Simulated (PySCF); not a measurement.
A side-by-side comparison of computed properties.

First species: cyclopentanecarbaldehyde, C6H10O.
InChI=1S/C6H10O/c7-5-6-3-1-2-4-6/h5-6H,1-4H2

Second species: C7H9NO.
Atom-mapped SMILES: `[CH:1]#[C:2]/[CH:3]=[C:4](\[CH3:5])[CH2:6][NH:7][CH:8]=[O:9]` (hydrogens: H10 on C1; H11 on C3; H12, H13, H14 on C5; H15, H16 on C6; H17 on N7; H18 on C8)

Levels: PBE0/def2-SVPD for HOMO energy, LUMO energy, HOMO–LUMO gap and static isotropic polarisability; TDDFT PBE0/def2-SVPD for lowest singlet excitation; TDA PBE0/def2-SVPD for lowest triplet excitation (Tamm–Dancoff). Geometries: GFN2-xTB. All species are isolated and taken at one optimised geometry, non-relativistic unless stated. Electronic properties by PySCF.

The conformers computed, where there is a choice (atom-mapped SMILES and torsion angles):
- `[CH:1]#[C:2]/[CH:3]=[C:4](\[CH3:5])[CH2:6][NH:7][CH:8]=[O:9]`: C3–C4–C6–N7 -108°, C4–C6–N7–C8 -115°, C6–N7–C8–O9 -2°

The conformers of `O=CC1CCCC1` aren't listed.

Values for the first species:

* HOMO energy: -7.40 eV
* LUMO energy: -0.66 eV
* HOMO–LUMO gap: 6.74 eV
* Lowest singlet excitation: 4.39 eV
* Lowest triplet excitation (Tamm–Dancoff): 3.76 eV
* Static isotropic polarisability: 70.5 au

Estimate the same properties for the second species, and the change in each.

| property | first | second | second less first |
| --- | --- | --- | --- |
| HOMO energy | -7.40 eV | -6.99 eV | +0.41 eV |
| LUMO energy | -0.66 eV | -0.99 eV | -0.33 eV |
| HOMO–LUMO gap | 6.74 eV | 6.00 eV | -0.74 eV |
| lowest singlet excitation | 4.39 eV | 5.42 eV | +1.03 eV |
| lowest triplet excitation (Tamm–Dancoff) | 3.76 eV | 3.40 eV | -0.36 eV |
| static isotropic polarisability | 70.5 au | 99.4 au | +28.9 au |

On the first: The 8 singlets span 4.39 to 7.86 eV, and their oscillator strengths add up to 0.10. S1 lies 2.35 eV below the HOMO–LUMO gap; its leading configuration is HOMO→LUMO, weight 0.98.

On the second: S1 lies 0.58 eV below the HOMO–LUMO gap; its leading configuration is HOMO→LUMO, weight 0.69. The polarisability is 14.73 Å³ as a volume (1 au = 0.148185 Å³), or 1.51 au for each of the 66 electrons.
